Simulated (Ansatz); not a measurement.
`[SiH3]B[SiH2][SiH3]` + CH₃OH → `COB[SiH3]` + disilane  (cleavage of the B–Si bond)

Calculated with Ansatz (gas phase, PBE0-D4/def2-TZVP geometries, no zero-point term in ΔE). CBS: MP2 limit from def2 TZ/QZ plus the TZ coupled-cluster correction, frozen cores. This one scheme is used for every species. DFT in def2-TZVPP. One conformer a species, not always the lowest.

| species | PBE energy (Eh) |
| --- | --- |
| `[SiH3]B[SiH2][SiH3]` | -898.20254 |
| CH₃OH | -115.63194 |
| `COB[SiH3]` | -431.61634 |
| `[SiH3][SiH3]` | -582.27381 |

Problem. Work out ΔE.

Solution. ΔE = (-431.61634) + (-582.27381) − (-898.20254) − (-115.63194) = -0.05567 Eh = -1.51 eV. CCSD(T)/CBS gives -1.57 eV.

Largest T1 diagnostic among the species: 0.015.

In def2-TZVPP, CCSD(T) changes the Hartree–Fock value by +0.16 eV (the triples alone add +0.01 eV) and MP2 by +0.12 eV. The D4 term adds +0.08 eV with B3LYP and +0.04 eV with PBE0; it sums over pairs of atoms, weighted by their polarisabilities, and B3LYP, whose exchange is more repulsive, gets the larger term.

B3LYP here is the variant with VWN-RPA as its local correlation; programs differ in this.
